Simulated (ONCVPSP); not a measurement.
## carbon (C): excitation energies, all-electron against ONCV

| Quantity | Value |
| --- | --- |
| Element | C |
| Generator | ONCVPSP 4.0.1 |
| Type | optimised norm-conserving Vanderbilt (ONCV) |
| Functional | PBEsol |
| Relativity | scalar-relativistic |
| Frozen core | [He] |
| Valence charge | 4 |
| Reference configuration | 2s2 2p1 (charge +1) |
| Partial waves | 2s: rc 1.15 bohr, ncon 4, nbas 9, qcut 7.3 1/bohr, 2 projectors, debl 2.1 Ha; 2p: rc 1.45 bohr, ncon 3, nbas 7, qcut 6 1/bohr, 2 projectors, debl 2.3 Ha; d scattering state at 0.18 Ha: rc 1.15 bohr, ncon 5, nbas 9, qcut 9.1 1/bohr, local |
| Local potential | the d channel |
| Core correction | Teter function, fcfact 5.5, rcfact 1.5 |

Energies are relative to the spin-unpolarised reference configuration 2s2 2p1; without spin polarisation the order of configurations can differ from experiment.

| valence configuration | charge | ΔE all-electron (eV) | error AE − PS (meV) |
| --- | --- | --- | --- |
| 2s2 2p0 | +2 | 24.019 | +60 |
| 2s1 2p0 | +3 | 71.982 | +192 |

Q: What are ΔE and the potential's error for 2s2 2p1.5?

A: ΔE = -6.856 eV all-electron; the error (AE − PS) is +6.7 meV.

Q: What are ΔE and the potential's error for 2s2 2p2?

A: ΔE = -10.789 eV all-electron; the error (AE − PS) is +17 meV.
